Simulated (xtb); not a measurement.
furan (C₄H₄O), singlet, from a rough starting geometry; xtb with GFN2-xTB.

The xtb input:
```
$ xtb mol.xyz --gfn 2 --opt vtight --json

# file mol.xyz
9

O     -0.02730600     0.05835015     1.42028664
C      0.01774103     1.07805010     0.58342191
C     -0.03181785    -1.06450458     0.57062515
C     -0.01997241     0.75253285    -0.71511383
C      0.00614089    -0.68814096    -0.74173446
H      0.02848516     2.00645933     1.12212933
H     -0.01293991    -2.05775624     1.15104576
H     -0.05392036     1.35997112    -1.58252790
H      0.08898775    -1.38209941    -1.66110727
```

It wrote (shortened):

```
   ID    Z sym.   atoms
    1    8 O      1
    2    6 C      2-5
    3    1 H      6-9

           -------------------------------------------------
          |                Calculation Setup                |
           -------------------------------------------------

           -------------------------------------------------
          |                 G F N 2 - x T B                 |
           -------------------------------------------------

          ...................................................
          :                      SETUP                      :
          :.................................................:
          :  # basis functions                  24          :
          :  # atomic orbitals                  24          :
          :  # shells                           14          :
          :  # electrons                        26          :
          :  max. iterations                   250          :
          :  Hamiltonian                  GFN2-xTB          :
          :  restarted?                      false          :
          :  GBSA solvation                  false          :
          :  PC potential                    false          :
          :  electronic temp.          300.0000000     K    :
          :  accuracy                    1.0000000          :
          :  -> integral cutoff          0.2500000E+02      :
          :  -> integral neglect         0.1000000E-07      :
          :  -> SCF convergence          0.1000000E-05 Eh   :
          :  -> wf. convergence          0.1000000E-03 e    :
          :  Broyden damping             0.4000000          :
          :  net charge                          0          :
          :  unpaired electrons                  0          :
          ...................................................

 iter      E             dE          RMSdq      gap      omega  full diag
   1    -14.8113810 -0.148114E+02  0.475E+00    4.93       0.0  T
   2    -14.8205724 -0.919140E-02  0.303E+00    4.89       1.0  T
   3    -14.8120732  0.849916E-02  0.133E+00    4.89       1.0  T
   4    -14.8236076 -0.115344E-01  0.259E-01    4.84       1.0  T
   5    -14.8238171 -0.209541E-03  0.108E-01    4.84       1.0  T
   6    -14.8238762 -0.590813E-04  0.427E-02    4.84       1.0  T
   7    -14.8238788 -0.260456E-05  0.176E-02    4.84       1.9  T
   8    -14.8238790 -0.164610E-06  0.250E-03    4.84      13.3  T
   9    -14.8238790 -0.489824E-08  0.682E-04    4.84      48.9  T
[...]
         :: total energy             -14.630501731887 Eh    ::
 * total energy  :   -14.6305017 Eh     change       -0.1201137E-09 Eh
 * total energy  :   -14.6429400 Eh     change       -0.1243825E-01 Eh
 * total energy  :   -14.6445765 Eh     change       -0.1636487E-02 Eh
 * total energy  :   -14.6449208 Eh     change       -0.3443597E-03 Eh
 * total energy  :   -14.6450149 Eh     change       -0.9406416E-04 Eh
 * total energy  :   -14.6450265 Eh     change       -0.1161707E-04 Eh
 * total energy  :   -14.6450300 Eh     change       -0.3497402E-05 Eh
 * total energy  :   -14.6450310 Eh     change       -0.9961185E-06 Eh
 * total energy  :   -14.6450311 Eh     change       -0.8564590E-07 Eh
 * total energy  :   -14.6450312 Eh     change       -0.1100240E-06 Eh
 * total energy  :   -14.6450312 Eh     change       -0.2400133E-08 Eh
   *** GEOMETRY OPTIMIZATION CONVERGED AFTER 11 ITERATIONS ***
         :: total energy             -14.645031204754 Eh    ::
[...]
     4   6 C        3.023    -0.062    29.521     8.912
     5   6 C        3.023    -0.062    29.521     8.912
     6   1 H        0.926     0.046     2.376     2.411
     7   1 H        0.926     0.046     2.376     2.411
     8   1 H        0.926     0.037     2.484     2.465
     9   1 H        0.926     0.037     2.484     2.465

 Mol. C6AA /au·bohr⁶  :        988.329672
 Mol. C8AA /au·bohr⁸  :      23601.882798
 Mol. α(0) /au        :         49.985625

Wiberg/Mayer (AO) data.
largest (>0.10) Wiberg bond orders for each atom

 ---------------------------------------------------------------------------
     #   Z sym  total        # sym  WBO       # sym  WBO       # sym  WBO
 ---------------------------------------------------------------------------
     1   8 O    2.456 --     3 C    1.140     2 C    1.140
     2   6 C    3.908 --     4 C    1.612     1 O    1.140     6 H    0.967
                             3 C    0.151
     3   6 C    3.908 --     5 C    1.612     1 O    1.140     7 H    0.967
                             2 C    0.151
     4   6 C    3.984 --     2 C    1.612     5 C    1.291     8 H    0.975
     5   6 C    3.984 --     3 C    1.612     4 C    1.291     9 H    0.975
     6   1 H    0.998 --     2 C    0.967
     7   1 H    0.998 --     3 C    0.967
     8   1 H    0.999 --     4 C    0.975
     9   1 H    0.999 --     5 C    0.975
 ---------------------------------------------------------------------------

Topologies differ in total number of bonds
Writing topology from bond orders to xtbtopo.mol

molecular dipole:
                 x           y           z       tot (Debye)
 q only:        0.001       0.000      -0.179
   full:        0.001       0.000      -0.153       0.389
molecular quadrupole (traceless):
                xx          xy          yy          xz          yz          zz
 q only:       -0.967      -0.016       2.292       0.003       0.004      -1.325
  q+dip:       -2.653      -0.027       2.786      -0.017       0.003      -0.133
   full:       -1.437      -0.020       2.613      -0.002       0.005      -1.176

optimized geometry written to: xtbopt.xyz

           -------------------------------------------------
          | TOTAL ENERGY              -14.645031204754 Eh   |
          | GRADIENT NORM               0.000018145889 Eh/α |
          | HOMO-LUMO GAP               4.949082326658 eV   |
           -------------------------------------------------
```
